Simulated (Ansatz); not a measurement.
```xyz
27

C    -0.314    0.547   -2.856
O    -0.397    0.924   -1.522
Ti   -0.270   -0.126   -0.008
F    -1.462   -1.400   -0.564
C     1.327   -1.602   -1.060
C     1.028   -2.156    0.204
C     1.481   -1.270    1.188
C     2.056   -0.150    0.535
C     1.979   -0.376   -0.850
C    -2.228    0.331    1.346
C    -1.156    0.042    2.214
C    -0.200    1.072    2.075
C    -0.666    1.969    1.098
C    -1.927    1.512    0.656
H     0.719    0.331   -3.166
H    -0.919   -0.347   -3.057
H    -0.687    1.362   -3.487
H     1.050   -2.024   -2.013
H     0.478   -3.068    0.375
H     1.392   -1.405    2.255
H     2.498    0.712    1.010
H     2.305    0.312   -1.615
H    -3.085   -0.301    1.172
H    -1.082   -0.815    2.866
H     0.729    1.150    2.617
H    -0.139    2.833    0.723
H    -2.510    1.947   -0.140
```

Charge 0, multiplicity 1.

(1) List the B3LYP/def2-TZVPP orbital energies in eV (the Gaussian-basis code of Ansatz). (Estimate.)

Answers

(1) Computed: Occupied: -4868.51, -669.55, -542.59, -519.78, -453.15, -453.11, -453.09, -277.66, -277.25, -277.24, -277.21, -277.21, -277.15, -277.10, -277.05, -277.05, -277.02, -276.95, -65.35, -41.31, -41.19, -41.15, -29.52, -26.45, -24.44, -24.22, -19.79, -19.71, -19.55, -19.47, -17.80, -15.26, -15.20, -14.98, -14.92, -14.83, -14.54, -12.30, -11.97, -11.80, -11.43, -11.21, -11.14, -11.06, -11.02, -10.73, -10.68, -10.66, -10.62, -10.53, -10.48, -10.02, -9.99, -8.15, -7.89, -7.49, -6.81, -6.64, -6.16. Lowest empty: -1.70, -1.15, -1.00, -0.77, -0.51, 0.23, 1.21, 1.25.

B3LYP here is the variant with VWN-RPA as its local correlation; programs differ in this.
